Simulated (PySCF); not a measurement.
HIn, charge -1, doublet, geometry from GFN2-xTB (such geometries of metal compounds can be far from the true shape) (a state made from the parent by changing its charge; the spin is typed, not shown lowest) (core potentials on In) (in this run its highest filled SCF level lies above zero, so its values depend strongly on the basis, on diffuse functions most of all); B3LYP/def2-TZVP run with PySCF.

Input for PySCF:
```python
from pyscf import gto, scf, dft

mol = gto.Mole()
mol.atom = '''
    In   -0.00000000   -0.00000000   -0.03576299
    H     0.00000000    0.00000000    1.75238670
'''
mol.basis = 'def2-tzvp'
mol.ecp = {'In': 'def2-tzvp'}
mol.charge = -1
mol.spin = 1
mol.verbose = 4
mol.build()

mf = dft.UKS(mol)
mf.xc = 'b3lyp'
mf.grids.atom_grid = (99, 590)
mf.grids.prune = None
mf.kernel()
```

Q: What does PySCF print? Leave out banner, timings and long lists.

A: 
```
PySCF version 2.14.0

[INPUT] verbose = 4
[INPUT] num. atoms = 2
[INPUT] num. electrons = 23
[INPUT] charge = -1
[INPUT] spin (= nelec alpha-beta = 2S) = 1
[INPUT] symmetry False subgroup None
[INPUT] Mole.unit = angstrom
[INPUT] Symbol           X                Y                Z      unit          X                Y                Z       unit  Magmom
[INPUT]  1 In     0.000000000000   0.000000000000  -0.035762990000 AA    0.000000000000   0.000000000000  -0.067582256496 Bohr   0.0
[INPUT]  2 H      0.000000000000   0.000000000000   1.752386700000 AA    0.000000000000   0.000000000000   3.311530927330 Bohr   0.0

nuclear repulsion = 6.21464829900231
number of shells = 20
number of NR pGTOs = 99
number of NR cGTOs = 56
basis = def2-tzvp
ecp = {'In': 'def2-tzvp'}

******** <class 'pyscf.dft.uks.UKS'> ********
method = UKS
initial guess = minao
damping factor = 0
level_shift factor = 0
DIIS = <class 'pyscf.scf.diis.CDIIS'>
diis_start_cycle = 1
diis_space = 8
diis_damp = 0
SCF conv_tol = 1e-09
SCF conv_tol_grad = None
SCF max_cycles = 50
direct_scf = True
direct_scf_tol = 1e-13
number electrons alpha = 12  beta = 11
XC library pyscf.dft.libxc version 7.1.2
    S. Lehtola, C. Steigemann, M. J. T. Oliveira, and M. A. L. Marques,  SoftwareX 7, 1–5 (2018)
XC functionals = b3lyp
    P. J. Stephens, F. J. Devlin, C. F. Chabalowski, and M. J. Frisch,  J. Phys. Chem. 98, 11623 (1994)
radial grids:
    Treutler-Ahlrichs [JCP 102, 346 (1995); DOI:10.1063/1.469408] (M4) radial grids

becke partition: Becke, JCP 88, 2547 (1988); DOI:10.1063/1.454033
pruning grids: None
grids dens level: 3
symmetrized grids: False
atomic radii adjust function: <function treutler_atomic_radii_adjust>
User specified grid scheme (99, 590)
small_rho_cutoff = 0
Set gradient conv threshold to 3.16228e-05
tot grids = 116824
init E= -158.088947312869

cycle= 1 E= -189.916249301688  delta_E= -31.8  |g|= 1.39  |ddm|= 30.9
cycle= 2 E= -188.154547622926  delta_E= 1.76  |g|= 2.89  |ddm|= 6.84
cycle= 3 E= -190.788260673539  delta_E= -2.63  |g|= 0.142  |ddm|= 3.29
cycle= 4 E= -190.794143486133  delta_E= -0.00588  |g|= 0.0319  |ddm|= 0.19
cycle= 5 E= -190.794765766244  delta_E= -0.000622  |g|= 0.00615  |ddm|= 0.0998
cycle= 6 E= -190.794779259803  delta_E= -1.35e-05  |g|= 0.00196  |ddm|= 0.0179
cycle= 7 E= -190.794782317816  delta_E= -3.06e-06  |g|= 0.000464  |ddm|= 0.00564
cycle= 8 E= -190.794782533305  delta_E= -2.15e-07  |g|= 8.37e-05  |ddm|= 0.00184
cycle= 9 E= -190.794782545259  delta_E= -1.2e-08  |g|= 1.41e-05  |ddm|= 0.00063
cycle= 10 E= -190.794782545635  delta_E= -3.76e-10  |g|= 2.37e-06  |ddm|= 8.59e-05
Extra cycle  E= -190.794782545651  delta_E= -1.63e-11  |g|= 1.55e-06  |ddm|= 1.51e-05
converged SCF energy = -190.794782545651  <S^2> = 0.75194772  2S+1 = 2.0019468
```
